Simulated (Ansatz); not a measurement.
`BC#CC` + `[OH][GeH2][F]` → `B[O][GeH2][F]` + `C#CC` at 298.15 K and 1 bar (ligand exchange at a B–C bond).

Computed with Ansatz on PBE0-D4/def2-TZVP structures; ΔE is electronic, products minus reactants. CCSD(T)/CBS adds triple-zeta CCSD(T) − MP2 to the extrapolated MP2 energy (def2 sets, frozen cores). This one scheme is used for every species. For Ge outer-core shells are correlated without core-valence functions, which leaves a few kJ/mol of doubt a bond. Scalar relativity is left out up to krypton. Each species was taken in one conformer, which may not be the lowest.

```csv
species,CCSD(T)/CBS energy (Eh),H − E (kJ/mol),S (J/(mol·K))
`BC#CC`,-141.88997,193.7,315.7
`[OH][GeH2][F]`,-2252.93819,98.4,291.4
`B[O][GeH2][F]`,-2278.36226,133.4,327.3
`C#CC`,-116.49627,159.2,246.7
```

H − E and S are ideal-gas, rigid-rotor, harmonic terms from PBE0-D4/def2-TZVP, for one conformer and one mirror image of each species. 1 Eh = 2625.50 kJ/mol, R = 8.31446 J/(mol·K).

**Question.** By hand: ΔE, ΔH, ΔS and ΔG.

**Answer.** ΔE = (-2278.36226) + (-116.49627) − (-141.88997) − (-2252.93819) = -0.03037 Eh = -79.7 kJ/mol. Δ(H − E) = 133.4 + 159.2 − 193.7 − 98.4 = 0.5, so ΔH = -79.2 kJ/mol. ΔS = 327.3 + 246.7 − 315.7 − 291.4 = -33.1 J/(mol·K). ΔG = -79.2 − 298.15 × (-33.1)/1000 = -69.3 kJ/mol.

**Question.** By hand: the equilibrium constant, and the temperature at which ΔG would vanish if ΔH and ΔS stayed fixed.

**Answer.** log₁₀ K = −ΔG/(RT ln 10) = 12.1. ΔG = 0 at ΔH/ΔS = 2393 K.

ΔH outweighs TΔS. A doubt of 5 kJ/mol in ΔE shifts log₁₀ K by 0.9 here. Other conformers and mirror images would add mixing entropy, several J/(mol·K) or more a flexible species. Modes under 60 cm⁻¹, often nearly free rotors, make the harmonic entropy too high. These are equilibria of isolated gas molecules and say nothing of rates. Largest T1 diagnostic: 0.013 (customary marks: 0.02 for closed shells, 0.045 for open ones).
